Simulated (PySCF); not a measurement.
Gas-phase reaction: ZrCl4.H2O + ZrOCl2 → 2 ZrCl3OH

Method: PySCF energies plus ideal-gas RRHO corrections (1 bar). † marks an energy on the PBE0/def2-TZVP geometry and frequencies; other levels use their own. All species are closed-shell singlets. Zr: scalar-relativistic def2 core potential, no spin-orbit coupling. Adducts (ZrCl4.H2O) have no counterpoise correction, and HF, PBE, BLYP, B3LYP and PBE0 lack dispersion. ZrCl4.H2O, ZrOCl2, ZrCl3OH: computed as isolated molecules; such fragments, hydroxides, amides, oligomers or adducts are transient or little studied in the gas. The harmonic model lacks anharmonicity and excited electronic states, which grow with temperature; levels with a mode under 35 cm⁻¹ are left out. Soft modes under 120 cm⁻¹ make the harmonic entropy rough for ZrCl4.H2O, ZrOCl2, ZrCl3OH.

| level | ΔE electronic, kJ | ΔH°(298 K), kJ | ΔS°(298 K), J/K | ΔG°(1200 K), kJ |
|---|---|---|---|---|
| M06-2X/def2-TZVP† | -227 | -233 | -17 | -218 |
| PBE/def2-SVP | -220 | -224 | -18 | -207 |
| PBE/def2-TZVP† | -219 | -224 | -17 | -209 |
| PBE0/def2-QZVP† | -228 | -234 | -17 | -218 |
| PBE0/def2-SVP† | -231 | -236 | -17 | -221 |
| r2SCAN/def2-TZVP† | -228 | -234 | -17 | -219 |
| LDA/def2-TZVP† | -231 | -236 | -17 | -221 |
ΔH° is lowest at LDA/def2-TZVP† and highest at PBE/def2-SVP. No reference value is set beside these.
